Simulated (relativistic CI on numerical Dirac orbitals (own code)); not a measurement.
# One change at a time: Eu24+

Base calculation: Dirac-Coulomb-Breit CI, orbitals from a KLI potential per configuration, model QED (radiative potential, 1s self-energy scaled to tabulated hydrogen-like ionisation energies), unscaled Slater integrals.

Configurations in the expansion (outside the closed core [Ar] 3d10): 4s2 4p6 4d3, 4s2 4p5 4d4, 4s2 4p6 4d2 4f, 4s 4p6 4d4, 4s 4p6 4d3 4f, 4s2 4p6 4d2 5s, 4s2 4p6 4d2 5p, 4s2 4p6 4d 4f 5s, 4s2 4p6 4d2 5d, 4s2 4p5 4d3 5s, 4s2 4p6 4d 4f2, 4s2 4p6 4f3, 4s 4p6 4d 4f3, 4s2 4p6 4f2 5s, 4s2 4p6 4f2 5p, 4s2 4p6 4d 5s2, 4s2 4p6 4f 5s2, 4s 4p6 4d 4f 5s2, 4s2 4p6 5s2 5p. Double excitations out of closed p, d and f shells are left out; levels of such configurations are missing from the list, as are those of other unlisted configurations, and high levels can miss mixing partners. These lack a partner that the ground configuration has and come out too high: 4s2 4p6 4d2 5d, 4s2 4p5 4d3 5s.

Variants: (1) Breit term removed; (2) only the first configuration. Shifts of the energy above 4s2 4p6 4d3 4F_3/2, in cm⁻¹, for the lowest level and the first level of each name with at least 55 % of one term (blank where a level changes its place among those of its configuration and J or its character, or is not in the variant):

```tsv
Level	Base	Δ(1)	Δ(2)
4s2 4p6 4d3 4F_3/2	0	0	0
4s2 4p6 4d3 4F_5/2	39702	+1401	-1094
4s2 4p6 4d3 4F_7/2	60507	+1900	-1024
4s2 4p6 4d3 4P_1/2	68398	+1346	+2314
4s2 4p6 4d3 4P_5/2	104411	+2062	+2895
4s2 4p6 4d3 2G_7/2	106377	+2729	-795
4s2 4p6 4d3 2P_1/2	129663	+2773	+2180
4s2 4p6 4d3 2H_11/2	140371	+3422	-2819
4s2 4p6 4d3 2D_5/2	144378	+2747	+4014
4s2 4p6 4d3 2F_5/2	152699	+2589	+2852
4s2 4p6 4d3 2F_7/2	161191	+3009	+2242
4s2 4p5 4d4 6D°_7/2	940273	+4674	
4s2 4p5 4d4 4I°_15/2	1044392	+6362
```

At this charge energies of transitions that change n are usually good to better than 1 %, and those within a shell (Δn = 0) to a few per cent. Terms inside the open d or f shell come out 10 to 20 % too wide with unscaled integrals.

Ionisation energy from the two ground configurations alone: base 795.31 eV; Breit term removed 795.671 eV. The NIST ASD value (theoretical) is 795 eV.

LS names give the leading component of a level, which can be under half, so a name can repeat, a term be missing and a line seem to break the LS rules.
